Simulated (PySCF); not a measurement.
Isomers of C7H9NO, from PBE0-D3(BJ)/def2-SVP geometry optimisation, gas phase (PySCF 2.14.0). One conformer each, no zero-point energy, no frequencies.

Problem. Which isomer lies lowest at this level?
A. `[CH3:1][O:2][CH2:3][c:4]1[cH:5][cH:6][cH:7][cH:8][n:9]1` with C1–O2–C3–C4 -77°, O2–C3–C4–C5 -25°: A = 3843, B = 1079, C = 937.2 MHz, dipole 1.75 D
B. `[CH2:1]=[CH:2][C:3](=[CH2:4])[C:5](=[CH2:6])[C:7]([NH2:8])=[O:9]` with C1–C2–C3–C4 -164°, C2–C3–C5–C6 39°, C3–C5–C7–N8 -144°, C5–C7–N8–H 15° and 180°: A = 2745, B = 1176, C = 985.8 MHz, dipole 3.45 D
C. `[CH3:1][O:2][c:3]1[cH:4][cH:5][cH:6][cH:7][c:8]1[NH2:9]` with C1–O2–C3–C4 0°: A = 2590, B = 1564, C = 982.1 MHz, dipole 1.78 D

Solution. C. That is o-anisidine, `COc1ccccc1N`, 10.9 kcal/mol below the next.

| SMILES | mapped SMILES | E (Eh) | relative (kcal/mol) | relative (kJ/mol) | dipole (D) |
| --- | --- | --- | --- | --- | --- |
| COc1ccccc1N | [CH3:1][O:2][c:3]1[cH:4][cH:5][cH:6][cH:7][c:8]1[NH2:9] | -401.39135 | 0.0 | 0.0 | 1.78 |
| COCc1ccccn1 | [CH3:1][O:2][CH2:3][c:4]1[cH:5][cH:6][cH:7][cH:8][n:9]1 | -401.37400 | 10.9 | 45.5 | 1.75 |
| C=CC(=C)C(=C)C(N)=O | [CH2:1]=[CH:2][C:3](=[CH2:4])[C:5](=[CH2:6])[C:7]([NH2:8])=[O:9] | -401.34140 | 31.3 | 131.1 | 3.45 |

As drawn, the lowest has an aromatic ring, which the highest lacks; the highest has a C=O bond, a C(=O)–N unit and a C=C bond outside aromatic rings, which the lowest lacks.
